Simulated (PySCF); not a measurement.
Bonds: C1-C2, C2-O3, C2-N4, N4-C5, C5-C6, C6-N7, C5-C8, C8-Si9, Si9-Si10. C1 carries H11, H12, H13; N4 carries H14; C6 carries H15; N7 carries H16; C8 carries H17; Si9 carries H18, H19; Si10 carries H20, H21, H22.

Single conformer, isolated molecule, non-relativistic Hamiltonian, equivalent nuclei averaged. Shielding tensors at PBE0/pcSseg-1 (GIAO); coordinates at the GFN2-xTB level; PySCF 2.14.

Shifts are taken against calculated references (same method and geometry level): 13C (σref 186.93), 1H (σref 31.72), 29Si (σref 349.16) against TMS; 17O (σref 336.08) against H2O; 15N (σref 267.73) against NH3.

```tsv
atoms	nucleus	count	Hirshfeld charge	δ (ppm)
H16	1H	1	0.12	11.23
N4	15N	1	-0.09	164.2
H18/H19	1H	2	-0.07	?
H11/H12/H13	1H	3	0.05	2.09
O3	17O	1	-0.26	456.0
H20/H21/H22	1H	3	-0.07	?
H15	1H	1	0.04	?
H17	1H	1	0.04	?
C1	13C	1	-0.12	?
Si10	29Si	1	0.21	-118.1
N7	15N	1	-0.21	358.1
C2	13C	1	0.19	169.5
H14	1H	1	0.12	6.41
C8	13C	1	-0.16	103.4
C5	13C	1	0.05	158.2
C6	13C	1	0.04	168.6
Si9	29Si	1	0.24	-95.4
```

Problem. Fill in the missing shifts.

Solution. 
- C1: 25.7 ppm, carbon bonded to C, 3 H
- H15: 8.99 ppm, hydrogen on a carbon bonded to C, N
- H17: 6.61 ppm, hydrogen on a carbon bonded to C, Si
- H18/H19: 4.33 ppm, hydrogen on a silicon bonded to C, Si
- H20/H21/H22: 3.47 ppm, hydrogen on a silicon bonded to Si

Exchangeable OH/NH protons stand at their gas-phase positions; hydrogen bonding in a real sample shifts them, mostly to higher δ. Shifts are as computed. Against solution values, carbons near 30 ppm lie about +3 ppm off and those near 130 ppm about +5 ppm. Of 1309 compounds with measured shifts, 239 miss one by over three times the rms of a fit or turn the order of signals round; such compounds aren't used in these exercises. Unscaled 17O shifts of doubly bonded oxygen tend to come out too high, by tens of ppm or more. Experimental scales use liquid or dissolved standards, which lie at an offset from isolated NH3 (liquid NH3: subtract about 20 ppm) and H2O (liquid H2O: subtract about 36 ppm). Unscaled 15N shifts of sp2 nitrogen come out 20 to 40 ppm too high even then.
